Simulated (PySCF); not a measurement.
C₆H₁₄N₂Si.
Atom-mapped SMILES: `[CH3:1][C:2]([CH3:3])([CH3:4])[NH:5][Si@@H:6]1[CH2:7][CH:8]=[N:9]1` (hydrogens: H10, H11, H12 on C1; H13, H14, H15 on C3; H16, H17, H18 on C4; H19 on N5; H20 on Si6; H21, H22 on C7; H23 on C8)

Structure used (GFN2-xTB), in Å, numbered top down from 1:
```
atom  x, y, z in Å
C1    -1.9159    1.2878   -0.5057
C2    -1.2444    0.0730    0.1453
C3    -2.0851   -0.4108    1.3319
C4    -1.1006   -1.0544   -0.8726
N5     0.0727    0.4276    0.6440
Si6    1.4990    0.5303   -0.2883
C7     2.8115   -0.8684   -0.0878
C8     3.5375    0.2294    0.6122
N9     2.8229    1.2837    0.6505
H10   -2.9029    1.0268   -0.8793
H11   -1.3086    1.6476   -1.3325
H12   -2.0205    2.0934    0.2179
H13   -2.1870    0.3784    2.0735
H14   -1.6049   -1.2652    1.8015
H15   -3.0787   -0.7039    1.0029
H16   -2.0792   -1.4357   -1.1523
H17   -0.5964   -0.6990   -1.7658
H18   -0.5161   -1.8634   -0.4446
H19    0.0147    1.0725    1.4193
H20    1.4253    1.0478   -1.6542
H21    3.3389   -1.2525   -0.9580
H22    2.5819   -1.7010    0.5736
H23    4.5313    0.1828    1.0429
```

Computed at PBE0/pcSseg-1 (PySCF, non-relativistic), with Q(14N) = 0.02044 b: N5, 14N (I = 1): χzz = -4.775 MHz, η = 0.325; N9, 14N (I = 1): χzz = -5.051 MHz, η = 0.807.

(1) Find the zero-field quadrupole resonance frequencies of 14N at N5.

(2) Where would the pure quadrupole (NQR) lines of 14N at N9 fall for the rigid, isolated species?

Answers

(1) From ν± = (3/4)|χ|(1 ± η/3) and ν0 = |χ|η/2: ν+ 3.970 MHz, ν− 3.193 MHz, ν0 0.776 MHz (silicon-bound nitrogen).

(2) From ν± = (3/4)|χ|(1 ± η/3) and ν0 = |χ|η/2: ν+ 4.807 MHz, ν− 2.769 MHz, ν0 2.039 MHz (C=N nitrogen).

In a crystal, neighbours and librations shift these lines. GFN2-xTB bond lengths can be off by several hundredths of an ångström, more for odd bonds, and the gradients follow them. With a basis this small, the couplings can be 20 % off.

One conformer stands for the species.
